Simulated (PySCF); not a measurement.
Record of a relaxation.

Compound: SnEt(NMe2)3, C8H23N3Sn.
Bonds: Sn1–C2, Sn1–N9, Sn1–N18, Sn1–N27, C2–C3, N9–C10, N9–C11, N18–C19, N18–C20, N27–C28, N27–C29. Hydrogens: H4, H5 on C2; H6, H7, H8 on C3; H12, H13, H14 on C10; H15, H16, H17 on C11; H21, H22, H23 on C19; H24, H25, H26 on C20; H30, H31, H32 on C28; H33, H34, H35 on C29.

Computed by this run: PBE0-D3(BJ)/def2-SVP geometry optimisation, gas phase, def2 core potentials past Kr (PySCF 2.14.0); density fitting, grid level 1; the optimiser is geomeTRIC in internal coordinates, started from a GFN2-xTB structure with every atom displaced at random (about 0.03 Å). 3 of its 28 geometries are shown. The frame can shift and turn from step to step; on so coarse a grid that alone can change the energy by a few meV, and forces under 0.02 eV/Å are noise.

Step 0: E = -18945.7596 eV, largest atomic force 5.507 eV/Å
```
atom  x, y, z in Å  |  force x, y, z in eV/Å
Sn1    -0.016   -0.035    0.173   -1.773   1.515  -0.170
C2     -0.044    0.010    2.461    3.279   1.905  -3.426
C3      1.189   -0.567    3.004    3.733   0.992   0.468
H4     -0.794   -0.538    2.792   -4.558  -2.686   1.531
H5     -0.155    1.044    2.727   -0.256   0.858   0.080
H6      1.201   -0.535    4.113   -0.055  -0.116  -0.123
H7      1.420   -1.596    2.710   -0.230  -0.273  -0.077
H8      2.161    0.035    2.702   -1.719  -0.978   0.459
N9      1.767    0.251   -0.785   -0.519  -1.895  -0.143
C10     2.663    1.222   -0.277   -1.597   1.550   0.456
C11     2.452   -0.993   -1.136   -0.101   1.395  -1.375
H12     3.264    0.871    0.575    0.155   0.189   0.401
H13     2.023    2.143   -0.043    1.085  -0.852   0.180
H14     3.332    1.522   -1.066    0.829   0.316  -0.657
H15     1.756   -1.760   -1.517    0.057   0.123   0.100
H16     3.193   -0.729   -1.939   -0.357  -0.410   0.182
H17     3.043   -1.358   -0.316    0.558  -0.714   0.914
N18    -0.942    1.952   -0.291    1.400  -1.782  -0.376
C19    -2.261    2.157    0.174   -0.069   1.137  -0.901
C20    -0.832    2.434   -1.646    4.213   0.280   1.248
H21    -2.468    3.263    0.178   -0.003  -0.392   0.500
H22    -2.349    1.718    1.145   -0.657  -0.235   1.087
H23    -3.006    1.780   -0.544   -0.552  -0.459   0.143
H24     0.212    2.147   -2.049   -1.177   0.530   0.519
H25    -1.474    1.986   -2.333   -2.076  -0.730  -1.610
H26    -0.871    3.547   -1.656   -0.311  -0.233  -0.210
N27    -0.927   -1.755   -0.809    0.882   3.941  -1.348
C28    -0.982   -2.863   -0.002   -2.215  -2.885  -2.314
C29    -2.151   -1.492   -1.572    0.755   1.424   1.877
H30    -1.856   -2.812    0.642   -0.498  -0.568   0.998
H31    -0.087   -3.040    0.508    1.731  -0.421   1.282
H32    -1.145   -3.788   -0.739    0.210   1.099   1.577
H33    -2.088   -0.527   -2.117    0.167  -0.498  -0.109
H34    -2.338   -2.319   -2.220   -0.282  -0.912  -1.028
H35    -3.033   -1.372   -0.897   -0.048  -0.215  -0.135
```

Step 14: E = -18947.6785 eV, largest atomic force 0.116 eV/Å
```
atom  x, y, z in Å  |  force x, y, z in eV/Å
Sn1    -0.118    0.055    0.268    0.012  -0.023  -0.019
C2     -0.082   -0.089    2.418   -0.066   0.073   0.062
C3      1.204   -0.694    2.961    0.043  -0.018  -0.015
H4     -0.966   -0.664    2.735   -0.011  -0.040  -0.019
H5     -0.231    0.937    2.791    0.026  -0.003  -0.016
H6      1.207   -0.711    4.063   -0.002  -0.006   0.000
H7      1.350   -1.731    2.619   -0.006  -0.002   0.003
H8      2.091   -0.127    2.639   -0.002   0.005  -0.004
N9      1.704    0.215   -0.621   -0.006   0.010  -0.011
C10     2.573    1.314   -0.313    0.000   0.008  -0.011
C11     2.347   -0.919   -1.222    0.008   0.000   0.008
H12     3.375    1.054    0.414    0.001   0.001   0.004
H13     2.004    2.159    0.108   -0.002   0.000   0.003
H14     3.083    1.695   -1.222    0.002  -0.006   0.002
H15     1.611   -1.717   -1.402    0.000  -0.002  -0.002
H16     2.803   -0.655   -2.198   -0.004  -0.001  -0.001
H17     3.162   -1.343   -0.595   -0.001  -0.003   0.002
N18    -1.024    1.778   -0.318    0.033   0.015   0.006
C19    -2.222    2.246    0.318   -0.014   0.003  -0.016
C20    -0.786    2.327   -1.624    0.013  -0.013   0.011
H21    -2.207    3.347    0.453    0.004  -0.002   0.002
H22    -2.340    1.802    1.320   -0.001   0.003   0.008
H23    -3.146    2.010   -0.255    0.001  -0.009   0.007
H24     0.145    1.915   -2.045    0.002  -0.002   0.003
H25    -1.605    2.114   -2.344   -0.017   0.007  -0.010
H26    -0.673    3.429   -1.583   -0.009   0.005  -0.004
N27    -0.930   -1.616   -0.577   -0.014   0.018   0.017
C28    -1.245   -2.777    0.204   -0.009  -0.016  -0.019
C29    -1.658   -1.519   -1.812    0.003   0.007   0.003
H30    -2.320   -2.845    0.484    0.001   0.002   0.009
H31    -0.662   -2.799    1.138   -0.001   0.001   0.011
H32    -1.003   -3.711   -0.343    0.004  -0.002  -0.004
H33    -1.384   -0.605   -2.362    0.007  -0.004  -0.006
H34    -1.440   -2.377   -2.479    0.002  -0.003  -0.006
H35    -2.761   -1.496   -1.670    0.003  -0.003   0.001
```

Step 27: E = -18947.7187 eV, largest atomic force 0.022 eV/Å
```
atom  x, y, z in Å  |  force x, y, z in eV/Å
Sn1    -0.072    0.089    0.299   -0.009   0.001   0.009
C2      0.006   -0.133    2.440   -0.002  -0.021  -0.009
C3      1.093   -1.110    2.869   -0.005   0.003   0.003
H4     -0.989   -0.458    2.785    0.006   0.015   0.008
H5      0.176    0.872    2.858    0.006   0.003  -0.002
H6      1.147   -1.200    3.967   -0.002  -0.002  -0.001
H7      0.916   -2.120    2.466    0.004   0.000  -0.003
H8      2.088   -0.792    2.518    0.000   0.000   0.002
N9      1.681    0.282   -0.716    0.002  -0.003   0.004
C10     2.376    1.539   -0.718   -0.002   0.002   0.002
C11     2.520   -0.864   -0.936   -0.006   0.001  -0.001
H12     3.177    1.602    0.051    0.000  -0.001  -0.002
H13     1.673    2.367   -0.537    0.001   0.000  -0.001
H14     2.862    1.725   -1.697    0.000   0.001  -0.002
H15     1.923   -1.789   -0.910    0.000   0.000   0.000
H16     3.013   -0.813   -1.927   -0.001  -0.002  -0.001
H17     3.333   -0.966   -0.182    0.002   0.002  -0.001
N18    -1.014    1.828   -0.206    0.008   0.014   0.005
C19    -2.019    2.398    0.647   -0.001  -0.011   0.000
C20    -1.170    2.157   -1.598   -0.007  -0.003  -0.001
H21    -2.004    3.505    0.595   -0.002   0.001  -0.002
H22    -1.845    2.127    1.701    0.001   0.001  -0.001
H23    -3.055    2.083    0.393   -0.002   0.001  -0.001
H24    -0.351    1.721   -2.191   -0.002   0.001  -0.002
H25    -2.129    1.802   -2.034    0.003   0.000   0.002
H26    -1.137    3.255   -1.751    0.004   0.000  -0.001
N27    -0.798   -1.637   -0.525   -0.010   0.000  -0.015
C28    -1.757   -2.440    0.181    0.007   0.004   0.009
C29    -0.911   -1.722   -1.957    0.004  -0.001   0.007
H30    -2.816   -2.167   -0.028    0.001  -0.001  -0.004
H31    -1.609   -2.370    1.270   -0.002  -0.002   0.000
H32    -1.650   -3.510   -0.088    0.001  -0.001   0.003
H33    -0.137   -1.106   -2.441    0.003   0.002  -0.004
H34    -0.765   -2.764   -2.304    0.002   0.000  -0.002
H35    -1.898   -1.390   -2.345   -0.001   0.000  -0.002
```

**Question.** Summarise the path.

**Answer.** The energy falls by 189.02 kJ/mol from step 0 to step 27; nine tenths of that is first reached at step 2. It falls at every step. The largest force goes from 5.507 to 0.022 eV/Å. Among the bonds Sn1–N18 changes most, from 2.241 to 2.042 Å; the atoms move by 0.896 Å rms after alignment.

**Question.** Follow the three bonds and two angles with the largest change from start to end.

**Answer.** 
```json
{"step": "0", "E above end (kJ/mol)": "189.02", "largest force (eV/Å)": "5.507", "Sn1–N18 (Å)": "2.241", "Sn1–C2 (Å)": "2.289", "Sn1–N27 (Å)": "2.180", "C2–Sn1–N18 (°)": "100.6", "C2–Sn1–N27 (°)": "117.4"}
{"step": "1", "E above end (kJ/mol)": "36.68", "largest force (eV/Å)": "1.566", "Sn1–N18 (Å)": "2.107", "Sn1–C2 (Å)": "2.214", "Sn1–N27 (Å)": "2.095", "C2–Sn1–N18 (°)": "101.6", "C2–Sn1–N27 (°)": "116.8"}
{"step": "2", "E above end (kJ/mol)": "15.28", "largest force (eV/Å)": "0.631", "Sn1–N18 (Å)": "2.027", "Sn1–C2 (Å)": "2.147", "Sn1–N27 (Å)": "2.043", "C2–Sn1–N18 (°)": "104.2", "C2–Sn1–N27 (°)": "115.3"}
{"step": "4", "E above end (kJ/mol)": "8.53", "largest force (eV/Å)": "0.219", "Sn1–N18 (Å)": "2.039", "Sn1–C2 (Å)": "2.169", "Sn1–N27 (Å)": "2.062", "C2–Sn1–N18 (°)": "108.1", "C2–Sn1–N27 (°)": "113.2"}
{"step": "5", "E above end (kJ/mol)": "7.00", "largest force (eV/Å)": "0.147", "Sn1–N18 (Å)": "2.035", "Sn1–C2 (Å)": "2.155", "Sn1–N27 (Å)": "2.051", "C2–Sn1–N18 (°)": "110.0", "C2–Sn1–N27 (°)": "112.1"}
{"step": "6", "E above end (kJ/mol)": "6.26", "largest force (eV/Å)": "0.164", "Sn1–N18 (Å)": "2.030", "Sn1–C2 (Å)": "2.159", "Sn1–N27 (Å)": "2.055", "C2–Sn1–N18 (°)": "111.3", "C2–Sn1–N27 (°)": "111.4"}
{"step": "7", "E above end (kJ/mol)": "5.79", "largest force (eV/Å)": "0.075", "Sn1–N18 (Å)": "2.034", "Sn1–C2 (Å)": "2.158", "Sn1–N27 (Å)": "2.049", "C2–Sn1–N18 (°)": "111.8", "C2–Sn1–N27 (°)": "111.1"}
{"step": "8", "E above end (kJ/mol)": "5.37", "largest force (eV/Å)": "0.062", "Sn1–N18 (Å)": "2.034", "Sn1–C2 (Å)": "2.158", "Sn1–N27 (Å)": "2.050", "C2–Sn1–N18 (°)": "111.9", "C2–Sn1–N27 (°)": "111.0"}
{"step": "9", "E above end (kJ/mol)": "4.90", "largest force (eV/Å)": "0.117", "Sn1–N18 (Å)": "2.033", "Sn1–C2 (Å)": "2.162", "Sn1–N27 (Å)": "2.045", "C2–Sn1–N18 (°)": "111.5", "C2–Sn1–N27 (°)": "111.3"}
{"step": "11", "E above end (kJ/mol)": "4.25", "largest force (eV/Å)": "0.102", "Sn1–N18 (Å)": "2.032", "Sn1–C2 (Å)": "2.160", "Sn1–N27 (Å)": "2.042", "C2–Sn1–N18 (°)": "110.5", "C2–Sn1–N27 (°)": "111.9"}
{"step": "12", "E above end (kJ/mol)": "4.14", "largest force (eV/Å)": "0.035", "Sn1–N18 (Å)": "2.032", "Sn1–C2 (Å)": "2.157", "Sn1–N27 (Å)": "2.042", "C2–Sn1–N18 (°)": "110.4", "C2–Sn1–N27 (°)": "111.9"}
{"step": "13", "E above end (kJ/mol)": "4.04", "largest force (eV/Å)": "0.046", "Sn1–N18 (Å)": "2.032", "Sn1–C2 (Å)": "2.156", "Sn1–N27 (Å)": "2.041", "C2–Sn1–N18 (°)": "110.5", "C2–Sn1–N27 (°)": "111.7"}
{"step": "14", "E above end (kJ/mol)": "3.87", "largest force (eV/Å)": "0.116", "Sn1–N18 (Å)": "2.033", "Sn1–C2 (Å)": "2.155", "Sn1–N27 (Å)": "2.041", "C2–Sn1–N18 (°)": "110.6", "C2–Sn1–N27 (°)": "111.4"}
{"step": "15", "E above end (kJ/mol)": "3.51", "largest force (eV/Å)": "0.212", "Sn1–N18 (Å)": "2.036", "Sn1–C2 (Å)": "2.153", "Sn1–N27 (Å)": "2.039", "C2–Sn1–N18 (°)": "110.7", "C2–Sn1–N27 (°)": "110.7"}
{"step": "16", "E above end (kJ/mol)": "3.35", "largest force (eV/Å)": "0.352", "Sn1–N18 (Å)": "2.042", "Sn1–C2 (Å)": "2.149", "Sn1–N27 (Å)": "2.034", "C2–Sn1–N18 (°)": "110.8", "C2–Sn1–N27 (°)": "109.3"}
{"step": "18", "E above end (kJ/mol)": "2.35", "largest force (eV/Å)": "0.083", "Sn1–N18 (Å)": "2.047", "Sn1–C2 (Å)": "2.157", "Sn1–N27 (Å)": "2.035", "C2–Sn1–N18 (°)": "110.4", "C2–Sn1–N27 (°)": "110.1"}
{"step": "19", "E above end (kJ/mol)": "2.18", "largest force (eV/Å)": "0.122", "Sn1–N18 (Å)": "2.043", "Sn1–C2 (Å)": "2.156", "Sn1–N27 (Å)": "2.035", "C2–Sn1–N18 (°)": "110.5", "C2–Sn1–N27 (°)": "110.7"}
{"step": "20", "E above end (kJ/mol)": "2.01", "largest force (eV/Å)": "0.076", "Sn1–N18 (Å)": "2.043", "Sn1–C2 (Å)": "2.154", "Sn1–N27 (Å)": "2.035", "C2–Sn1–N18 (°)": "110.5", "C2–Sn1–N27 (°)": "110.5"}
{"step": "21", "E above end (kJ/mol)": "1.62", "largest force (eV/Å)": "0.083", "Sn1–N18 (Å)": "2.044", "Sn1–C2 (Å)": "2.153", "Sn1–N27 (Å)": "2.035", "C2–Sn1–N18 (°)": "110.6", "C2–Sn1–N27 (°)": "110.3"}
{"step": "22", "E above end (kJ/mol)": "1.27", "largest force (eV/Å)": "0.092", "Sn1–N18 (Å)": "2.044", "Sn1–C2 (Å)": "2.152", "Sn1–N27 (Å)": "2.036", "C2–Sn1–N18 (°)": "110.8", "C2–Sn1–N27 (°)": "110.2"}
{"step": "23", "E above end (kJ/mol)": "0.84", "largest force (eV/Å)": "0.126", "Sn1–N18 (Å)": "2.044", "Sn1–C2 (Å)": "2.153", "Sn1–N27 (Å)": "2.039", "C2–Sn1–N18 (°)": "111.0", "C2–Sn1–N27 (°)": "109.9"}
{"step": "25", "E above end (kJ/mol)": "0.18", "largest force (eV/Å)": "0.059", "Sn1–N18 (Å)": "2.043", "Sn1–C2 (Å)": "2.155", "Sn1–N27 (Å)": "2.044", "C2–Sn1–N18 (°)": "110.9", "C2–Sn1–N27 (°)": "109.2"}
{"step": "26", "E above end (kJ/mol)": "0.02", "largest force (eV/Å)": "0.035", "Sn1–N18 (Å)": "2.043", "Sn1–C2 (Å)": "2.155", "Sn1–N27 (Å)": "2.045", "C2–Sn1–N18 (°)": "110.7", "C2–Sn1–N27 (°)": "109.1"}
{"step": "27", "E above end (kJ/mol)": "0.00", "largest force (eV/Å)": "0.022", "Sn1–N18 (Å)": "2.042", "Sn1–C2 (Å)": "2.154", "Sn1–N27 (Å)": "2.045", "C2–Sn1–N18 (°)": "110.5", "C2–Sn1–N27 (°)": "109.1"}
```

What follows is the cost of the whole optimisation. Time: 17 min wall, 39 min CPU; peak memory 2.6 GiB. Hardware: an Intel Xeon Platinum 8488C with 2 threads, on a shared host.
